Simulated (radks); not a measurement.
Results of a calculation; reference values are marked as such.
Problem. Radial electron density D(r) = 4 pi r^2 rho(r) of an atom or ion with 35 electrons. Level of theory: scalar-relativistic Kohn-Sham, LDA (Slater exchange, Perdew-Wang correlation), spin-polarised, spherical densities, finite nucleus; Fermi nuclear charge, rms radius of each element as measured or else 0.836 A^(1/3) + 0.57 fm (a radial shooting solver on a logarithmic mesh with Libxc functionals).

```
   r/bohr * D(r) (the largest magnitude, 53.5, reaches the edge; | marks zero)
 0.003103 |   *
  0.00404 |     *
 0.005303 |        *
 0.006905 |             *
 0.008991 |                  *
  0.01171 |                          *
  0.01537 |                                  *
  0.02001 |                                         *
  0.02606 |                                             *
   0.0342 |                                            *
  0.04453 |                                        *
  0.05799 |                                     *
  0.07612 |                                        *
  0.09911 |                                                *
   0.1291 |                                                      *
    0.168 |                                                *
   0.2206 |                                  *
   0.2872 |                              *
    0.374 |                                   *
   0.4909 |                                   *
   0.6392 |                       *
   0.8323 |           *
    1.093 |      *
    1.423 |     *
    1.852 |   *
    2.412 | *
    3.166 |*
    4.123 *
    5.368 *
```

What is the nuclear charge?

Solution. Z = 36. The innermost maximum, from 1s, lies near gamma/Z bohr with gamma = sqrt(1 - (Z/c)^2) = 0.965, here 0.0268 bohr (found: 0.0291), and its height grows with Z. The density is that of the krypton ion Kr+ in [Ar] 3d10 4s2 4p5; the configuration itself is not fixed sharply by these data, and Z only to about a unit. D(r) has 3 maxima, at r = 0.0291, 0.130, 0.428 bohr, and minima at 0.0604, 0.274 bohr, inside which lie 2.07, 11.03 electrons.
